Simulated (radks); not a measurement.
Results of a calculation; reference values are marked as such.
Species: Ir I. Configuration: [Xe] 4f14 5d(up 5, down 4) (not the ground configuration).

Level of theory: scalar-relativistic Kohn-Sham, LDA (Slater exchange, Perdew-Wang correlation), spin-polarised, spherical densities, finite nucleus; Fermi nuclear charge, rms radius 5.4032 fm (a radial shooting solver on a logarithmic mesh with Libxc functionals).

Energy parts (eV):
total: -484745.15
kinetic: 538532.12
electron-nucleus: -1203208.59
Hartree: 189080.64
exchange-correlation: -9149.33

Orbitals (lengths in bohr, moments of r in powers of bohr; r(max) is where P^2 peaks):
1s up: occ. 1; eigenvalue (eV) -76033.47; r(max) 0.01083; <r^4> 4.822e-07; <r> 0.01745
1s down: occ. 1; eigenvalue (eV) -76033.47; r(max) 0.01083; <r^4> 4.822e-07; <r> 0.01745
2s up: occ. 1; eigenvalue (eV) -13299.13; r(max) 0.06235; <r^4> 0.00007140; <r> 0.07367
2s down: occ. 1; eigenvalue (eV) -13299.08; r(max) 0.06235; <r^4> 0.00007140; <r> 0.07367
2p up: occ. 3; eigenvalue (eV) -11561.55; r(max) 0.05139; <r^4> 0.00005706; <r> 0.06626
2p down: occ. 3; eigenvalue (eV) -11561.50; r(max) 0.05139; <r^4> 0.00005706; <r> 0.06626
3s up: occ. 1; eigenvalue (eV) -3106.496; r(max) 0.1758; <r^4> 0.002600; <r> 0.1906
3s down: occ. 1; eigenvalue (eV) -3106.471; r(max) 0.1758; <r^4> 0.002600; <r> 0.1906
3p up: occ. 3; eigenvalue (eV) -2598.168; r(max) 0.1746; <r^4> 0.002828; <r> 0.1914
3p down: occ. 3; eigenvalue (eV) -2598.141; r(max) 0.1746; <r^4> 0.002828; <r> 0.1914
3d up: occ. 5; eigenvalue (eV) -2036.485; r(max) 0.1421; <r^4> 0.002175; <r> 0.1733
3d down: occ. 5; eigenvalue (eV) -2036.447; r(max) 0.1421; <r^4> 0.002175; <r> 0.1733
4s up: occ. 1; eigenvalue (eV) -658.1985; r(max) 0.3974; <r^4> 0.05942; <r> 0.4236
4s down: occ. 1; eigenvalue (eV) -658.1451; r(max) 0.3974; <r^4> 0.05941; <r> 0.4236
4p up: occ. 3; eigenvalue (eV) -491.3342; r(max) 0.4176; <r^4> 0.07931; <r> 0.4508
4p down: occ. 3; eigenvalue (eV) -491.2806; r(max) 0.4176; <r^4> 0.07929; <r> 0.4508
4d up: occ. 5; eigenvalue (eV) -286.0505; r(max) 0.4263; <r^4> 0.1123; <r> 0.4787
4d down: occ. 5; eigenvalue (eV) -285.9866; r(max) 0.4263; <r^4> 0.1122; <r> 0.4786
5s up: occ. 1; eigenvalue (eV) -93.7233; r(max) 0.8905; <r^4> 1.709; <r> 0.9799
5s down: occ. 1; eigenvalue (eV) -93.3427; r(max) 0.8899; <r^4> 1.702; <r> 0.9790
4f up: occ. 7; eigenvalue (eV) -57.7463; r(max) 0.3943; <r^4> 0.2684; <r> 0.5358
4f down: occ. 7; eigenvalue (eV) -57.6485; r(max) 0.3943; <r^4> 0.2667; <r> 0.5353
5p up: occ. 3; eigenvalue (eV) -50.7202; r(max) 1.004; <r^4> 3.377; <r> 1.142
5p down: occ. 3; eigenvalue (eV) -50.2551; r(max) 1.003; <r^4> 3.368; <r> 1.140
5d up: occ. 5; eigenvalue (eV) -4.4086; r(max) 1.331; <r^4> 42.39; <r> 1.861
5d down: occ. 4; eigenvalue (eV) -3.9241; r(max) 1.330; <r^4> 46.87; <r> 1.886

The highest occupied level is 5d down at -3.924 eV. The spin density at the nucleus is -3.798 e/bohr^3 (1s -0.076, 2s -0.328, 3s -0.023, 4s 0.219, 5s -3.590). Summed over all electrons, <r^2> = 60.37 bohr^2, which gives a Langevin (diamagnetic) susceptibility term of -47.8 x 10^-6 cm^3/mol. Spin moment in Bohr magnetons: 1. The density falls to 0.001 e/bohr^3 at r = 4.33 bohr.
